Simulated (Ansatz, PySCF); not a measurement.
hex-1-yne (C6H10), SMILES C#CCCCC. Atoms are numbered in the order given.

```xyz
16

C      2.3787     0.3145    -1.0932
C      1.5421    -0.3543    -0.5024
C      0.5289    -1.1237     0.2166
C     -0.3273    -0.2779     1.1863
C     -1.0819     0.8846     0.5291
C     -2.0880     0.4610    -0.5431
H      3.1230     0.8951    -1.6190
H      1.0271    -1.9400     0.7838
H     -0.1282    -1.6330    -0.5227
H      0.3331     0.1192     1.9858
H     -1.0494    -0.9614     1.6844
H     -1.6071     1.4530     1.3265
H     -0.3427     1.5882     0.0881
H     -1.5897    -0.0141    -1.4130
H     -2.6531     1.3322    -0.9311
H     -2.8279    -0.2647    -0.1432
```

Geometry: PBE-D3(BJ)/def2-SVP. Other conformers were not sampled.

Vertical ionisation energy (IE) and electron affinity (EA) in eV. Rows of orbital energies are one-electron estimates. Where ΔSCF, EOM or ADC give a negative EA the extra electron is unbound and the value depends on the basis.

```json
[
 {"level": "−ε(HOMO), −ε(LUMO), M06-2X/def2-TZVP (PySCF)", "IE": "8.83", "EA": "-1.54"},
 {"level": "−ε(HOMO), −ε(LUMO), PBE/def2-TZVP (PySCF)", "IE": "6.35", "EA": "0.11"},
 {"level": "ΔSCF, CAM-B3LYP/def2-SVPD (Ansatz), final states of multiplicity 2 and 2", "IE": "9.99", "EA": "-1.86"},
 {"level": "ΔSCF, PBE/def2-SVPD (Ansatz), final states of multiplicity 2 and 2", "IE": "9.54", "EA": "-1.52"}
]
```

What vertical singlet–triplet gap does ΔSCF give with CAM-B3LYP/def2-SVPD (Ansatz, a first-principles code) and with PBE/def2-SVPD (Ansatz)? (The exact figures need the calculation; the answer reports its results.)

5.48 and 5.44 eV (triplet above singlet where positive).
